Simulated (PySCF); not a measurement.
# A small calculation by hand: refractive index and permittivity of the vapour

BrH3MgSi, SMILES [SiH3][Mg][Br].

Coordinates come from a TPSSh-D3(BJ)/def2-TZVP optimisation.

CAM-B3LYP/def2-TZVPD (PySCF) gives a mean static polarisability of 85.8 bohr³ and a dipole moment of 1.50 D. Take an ideal gas at 298.15 K and 0.01 bar, whether or not the substance is that volatile.

Q: Work out n − 1 in the optical limit and the static ε − 1.

A: 
Polarisability volume α' = 85.8 × 0.148185 = 12.71 Å³. Number density N = p/kT = 2.43e-7 Å⁻³.
Dilute limit of Lorentz–Lorenz: n − 1 = 2π N α' = 1.9e-5.
Orientation term of Debye: μ²/(3kT) = 8.098 Å³ × μ²(D²) = 18.22 Å³.
ε − 1 = 4π N (α' + μ²/3kT) = 9.4e-5. Orientation of the dipole supplies 59 % of the static response; it can't follow optical fields. Vibrational polarisation and dispersion are left out.
